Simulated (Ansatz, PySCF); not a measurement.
Caution: the highest occupied level lies above zero, so the state may not be bound. This triplet is an excited state, 0.78 eV above the relaxed singlet at the level frozen-core CCSD(T)/aug-cc-pVDZ // B3LYP-D3(BJ)/def2-TZVPD (Ansatz, a quantum-chemistry and plane-wave program).

B3LYP has the VWN-RPA correlation part, as in Gaussian. 

**CH$_{3}$AlNSi, SMILES `N#[C][Al-][SiH3]` (excited triplet) (charge -1, multiplicity 3)**

The numbers are results of B3LYP-D3(BJ)/def2-TZVPD (PySCF 2.14.0), not measurements.

* **highest occupied spin orbital**: 0.35 eV
* **total energy**: -626.6919 Ha
* **cost**: about 2.7 core-minutes (a rough figure)

```xyz
7

N      3.4644     0.3322    -0.7728
C      2.4681    -0.1988    -0.4911
Al     0.8373    -1.1974     0.0017
Si    -1.2623     0.0516    -0.0037
H     -1.7130     0.6581    -1.3051
H     -1.3961     1.2052     0.9536
H     -2.3984    -0.8509     0.3752
```
Charge -1, spin multiplicity 3.
